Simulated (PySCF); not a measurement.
Computed with B3LYP-D3(BJ)/def2-TZVP // PBE0-D4/def2-SVP run with PySCF. All species are isolated molecules in the gas phase. B3LYP has the VWN-RPA correlation part, as in Gaussian. Excitations are Tamm–Dancoff values on a coarser integration grid. The basis has no diffuse functions, so Rydberg states are missing or too high.

Reference species (SMILES): `[SiH3]c1c(Cl)ccc2ccccc12` (neutral, multiplicity 1).

| Property | Result |
|---|---|
| S1–T1 gap (TDA) | 1.34 eV |
| S1 excitation (TDA) | 4.28 eV |
| T1 excitation (TDA) | 2.94 eV |

Changed species: `c1c2ccccc2c(c(c1)[SiH3])Cl`.

Q: Give the shifts of the S1–T1 gap (TDA), S1 excitation (TDA) and T1 excitation (TDA).

A: the S1–T1 gap (TDA) goes up by 0.04 eV, to 1.38 eV; the S1 excitation (TDA) falls by 0.05 eV, to 4.23 eV; the T1 excitation (TDA) falls by 0.09 eV, to 2.85 eV.
